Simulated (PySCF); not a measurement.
C₃H₉AlO₂.
Geometry (GFN2-xTB, Å), atoms numbered from 1 in this order:
```
atom  x, y, z in Å
C1    -1.1298   -1.0759   -0.5795
O2    -0.4741    0.0551   -0.0377
Al3   -0.8004    1.1319    1.4669
C4     0.7290    0.4244   -0.6620
C5     1.8716   -0.5193   -0.3805
O6     1.7796   -1.5530    0.2105
H7    -2.0251   -1.2143    0.0245
H8    -1.4106   -0.8905   -1.6206
H9    -0.5017   -1.9652   -0.5108
H10    0.5274    0.8792    2.2767
H11   -2.1429    0.4353    1.8875
H12   -0.8377    2.5117    0.6832
H13    0.9806    1.4083   -0.2430
H14    0.5963    0.5354   -1.7475
H15    2.8332   -0.1549   -0.7897
```

The closed-shell SCF was solved with PySCF and density fitting under several settings on one GFN2-xTB geometry (grid level 2 and gas phase unless stated).

| settings | basis functions | SCF cycles | E (Eh) | HOMO (eV) | LUMO (eV) | dipole (D) |
| --- | --- | --- | --- | --- | --- | --- |
| PBE0/pcSseg-1 | 154 | 14 | -512.1005 | -7.37 | -1.44 | 5.28 |
| PBE0/def2-SVPD | 202 | 14 | -511.8788 | -7.37 | -1.59 | 5.12 |

Task: Estimate the row for these settings: PBE0/def2-TZVP, IEF-PCM chloroform.

Result: 
```json
{"settings": "PBE0/def2-TZVP, IEF-PCM chloroform", "basis functions": "246", "SCF cycles": "14", "E (Eh)": "-512.2629", "HOMO (eV)": "-7.64", "LUMO (eV)": "-1.13", "dipole (D)": "6.12"}
```

Task: Over all rows, what range does the HOMO–LUMO gap span?

Result: From 5.78 eV (PBE0/def2-SVPD) to 6.51 eV (PBE0/def2-TZVP, IEF-PCM chloroform).

Task: And the dipole moment?

Result: From 5.12 D (PBE0/def2-SVPD) to 6.12 D (PBE0/def2-TZVP, IEF-PCM chloroform); the largest is 1.20 times the smallest, and the median is 5.28 D.

Task: Compare two rows with the functional PBE0: PBE0/pcSseg-1 and PBE0/def2-SVPD. Which energy is lower, and by how much?

Result: PBE0/pcSseg-1 (154 functions) lies 0.2217 Eh or 139 kcal/mol below PBE0/def2-SVPD (202 functions). The smaller set gives the lower energy; the two sets aren't nested, so the variational bound doesn't order them by size.

Cycle counts include a coarse-grid stage where the run had one. One conformer (not necessarily the lowest) at the GFN2-xTB geometry, without vibrations or thermal averaging.
